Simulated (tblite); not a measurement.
C6H12BNS.
Atom-mapped SMILES: `[CH3:1][C:2]#[N+:3][BH2-:4][S:5][CH2:6][CH:7]1[CH2:8][CH2:9]1` (hydrogens: H10, H11, H12 on C1; H13, H14 on B4; H15, H16 on C6; H17 on C7; H18, H19 on C8; H20, H21 on C9)
Bond orders are those of one Lewis drawing.

Computed with GFN2-xTB (tblite), gas phase: L-BFGS steps from a force-field or distance-geometry start until the largest atomic force falls under 0.01 eV/Å.

Step 37: E = -716.6264 eV
```
atom  x, y, z in Å  |  force x, y, z in eV/Å
C1      4.7293    0.2056   -0.7053   -0.002   0.008  -0.007
C2      3.4652    0.0651   -0.0588   -0.020  -0.012   0.034
N3      2.4540   -0.0496    0.4786    0.028  -0.003   0.013
B4      1.1455   -0.0333    1.1476   -0.005  -0.002   0.009
S5      0.1711    1.3451    0.2043   -0.035  -0.038  -0.026
C6     -1.1610    0.3471   -0.5569   -0.007  -0.010   0.008
C7     -2.1575   -0.1464    0.4616   -0.012  -0.009  -0.027
C8     -3.3256   -0.9656   -0.0071    0.011   0.007  -0.004
C9     -3.5398    0.4268    0.5022   -0.003   0.003   0.017
H10     4.7200   -0.3237   -1.6577   -0.006   0.015  -0.024
H11     5.5142   -0.2110   -0.0733    0.001   0.002   0.008
H12     4.9311    1.2629   -0.8780    0.007   0.008  -0.028
H13     0.6397   -1.0905    0.9779    0.007   0.012   0.039
H14     1.3370    0.2833    2.2736    0.002  -0.014   0.006
H15    -0.6876   -0.4876   -1.0811   -0.004   0.034   0.016
H16    -1.6419    0.9989   -1.2884    0.036  -0.034   0.014
H17    -1.7112   -0.4201    1.4110   -0.001  -0.008  -0.050
H18    -3.4206   -1.1417   -1.0688   -0.017  -0.002   0.015
H19    -3.6584   -1.7910    0.6058    0.020   0.008  -0.040
H20    -3.7919    1.2003   -0.2079    0.000  -0.012   0.004
H21    -4.0204    0.5424    1.4613    0.000   0.049   0.022
```

Step 38: E = -716.6271 eV
```
atom  x, y, z in Å  |  force x, y, z in eV/Å
C1      4.7261    0.2068   -0.7063   -0.010   0.016  -0.007
C2      3.4624    0.0645   -0.0588   -0.053  -0.016   0.054
N3      2.4517   -0.0510    0.4802    0.074  -0.001  -0.010
B4      1.1436   -0.0331    1.1492   -0.010  -0.022   0.020
S5      0.1724    1.3441    0.2039   -0.041  -0.025  -0.026
C6     -1.1579    0.3445   -0.5566   -0.026  -0.018  -0.008
C7     -2.1548   -0.1495    0.4608   -0.023   0.004  -0.011
C8     -3.3257   -0.9645   -0.0073    0.015  -0.007  -0.014
C9     -3.5359    0.4274    0.5024    0.007   0.026   0.030
H10     4.7159   -0.3215   -1.6595    0.001   0.017  -0.009
H11     5.5115   -0.2088   -0.0736   -0.004   0.006  -0.008
H12     4.9257    1.2650   -0.8789    0.008  -0.007  -0.024
H13     0.6362   -1.0909    0.9817    0.018   0.028   0.040
H14     1.3346    0.2848    2.2751    0.004  -0.015   0.005
H15    -0.6838   -0.4904   -1.0794    0.004   0.029   0.010
H16    -1.6402    0.9939   -1.2895    0.042  -0.030   0.012
H17    -1.7085   -0.4250    1.4092    0.000  -0.013  -0.038
H18    -3.4230   -1.1379   -1.0684   -0.015  -0.010  -0.016
H19    -3.6589   -1.7917    0.6028    0.015   0.015  -0.027
H20    -3.7828    1.2035   -0.2064   -0.010  -0.014  -0.012
H21    -4.0176    0.5468    1.4600    0.004   0.039   0.041
```

Task: Estimate the geometry and energy of step 39. (The exact step hangs on the optimiser's Hessian estimate; all steps are aligned on step 38, rigid shifts and turns removed.)

Result: E = -716.6278 eV, largest force 0.092 eV/Å
```
atom  x, y, z in Å  |  force x, y, z in eV/Å
C1      4.7216    0.2085   -0.7074   -0.014   0.020  -0.006
C2      3.4587    0.0634   -0.0583   -0.056  -0.014   0.054
N3      2.4490   -0.0533    0.4824    0.090  -0.001  -0.018
B4      1.1410   -0.0332    1.1513   -0.010  -0.031   0.027
S5      0.1734    1.3430    0.2024   -0.033  -0.009  -0.015
C6     -1.1541    0.3409   -0.5561   -0.038  -0.022  -0.024
C7     -2.1519   -0.1526    0.4596   -0.032   0.016   0.007
C8     -3.3253   -0.9628   -0.0082    0.007  -0.009  -0.021
C9     -3.5312    0.4288    0.5034    0.016   0.037   0.033
H10     4.7107   -0.3186   -1.6618    0.006   0.017   0.006
H11     5.5078   -0.2059   -0.0743   -0.008   0.009  -0.024
H12     4.9187    1.2676   -0.8800    0.007  -0.019  -0.018
H13     0.6320   -1.0909    0.9865    0.023   0.031   0.039
H14     1.3318    0.2863    2.2766    0.007  -0.013   0.008
H15    -0.6784   -0.4941   -1.0759    0.012   0.009  -0.002
H16    -1.6366    0.9864   -1.2913    0.034  -0.013  -0.002
H17    -1.7054   -0.4309    1.4065    0.004  -0.020  -0.015
H18    -3.4253   -1.1331   -1.0688   -0.013  -0.014  -0.047
H19    -3.6587   -1.7921    0.5983    0.006   0.016  -0.007
H20    -3.7728    1.2071   -0.2044   -0.019  -0.014  -0.025
H21    -4.0137    0.5524    1.4599    0.011   0.024   0.051
```

The energy changes by -0.0007 eV. The first-order estimate −F·Δx gives -0.0010 eV and the mean of the old and new forces, exact on a quadratic surface, -0.0007 eV. The step makes an angle of 78° with the force vector and moves no atom by more than 0.011 Å.

The cost below is that of the whole relaxation. Hardware: one thread, Arm Neoverse N1 (aarch64), shared host with 64 logical CPUs at a one-minute load of 61. Cost: 1.4 s.
